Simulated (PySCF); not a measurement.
N-formylpyrrolidine, C₅H₉NO.
Structure used (PBE0-D3(BJ)/def2-TZVP), in Å, numbered top down from 1:
```xyz
16
C5H9NO angstrom
O      2.716    1.232   -0.673
C      2.076    0.203   -0.729
N      0.796    0.077   -0.341
C      0.048    1.188    0.228
C     -1.354    0.614    0.409
C     -1.103   -0.880    0.597
C      0.025   -1.154   -0.387
H      2.500   -0.744   -1.115
H      0.496    1.489    1.181
H      0.084    2.056   -0.434
H     -1.883    1.071    1.246
H     -1.949    0.782   -0.493
H     -0.760   -1.076    1.617
H     -1.982   -1.496    0.409
H     -0.377   -1.331   -1.393
H      0.638   -2.014   -0.112
```

Level: wB97X-D/pcSseg-2 in PySCF, non-relativistic, on one gas-phase PBE0-D3(BJ)/def2-TZVP geometry that isn't relaxed in the solvent. The solvent is an IEF-PCM continuum (van der Waals radii × 1.2). The model holds no explicit solvent molecules, cavitation or dispersion.

Gas phase at wB97X-D/pcSseg-2: HOMO -8.81 eV, LUMO 2.03 eV, dipole 4.66 D.

**Question.** What does the continuum do to the energy, the frontier levels and the dipole at wB97X-D/pcSseg-2 in chloroform?

**Answer.** 
```
   solvent      ε  E(solvent) − E(gas) (kJ/mol)  polarisation term (kJ/mol)  distortion of the solute (kJ/mol)  HOMO (eV)  LUMO (eV)  dipole (D)
chloroform  4.711                        -24.40                      -28.69                               4.29      -8.82       2.18        5.69
```

Polarisation term: ½ Σ q·V over the induced surface charges. Distortion: the rise of the solute's own energy as its density leaves the gas-phase optimum.

**Question.** Which radius a makes the point-dipole formula ΔE = −[(ε − 1)/(2ε + 1)]·μ²/a³ give the value in chloroform, with the gas-phase dipole?

**Answer.** μ = 1.833 au and |ΔE| = 0.00929 Eh give a = 2.67 Å; the farthest nucleus lies 3.06 Å from the centroid of the nuclei, so such a sphere wouldn't even hold the nuclei. The formula assumes a rigid point dipole at the centre of a sphere.

**Question.** Give the dipole vector in the frame of the coordinates (D, pointing from negative to positive charge), gas and chloroform.

**Answer.** Gas (-3.78, -2.64, 0.68), solvent (-4.55, -3.33, 0.77). Its length changes by +22 % and its direction by 1°.

Note: wB97X-D ran without an empirical dispersion term, which enters the total energy and its gradient alone.
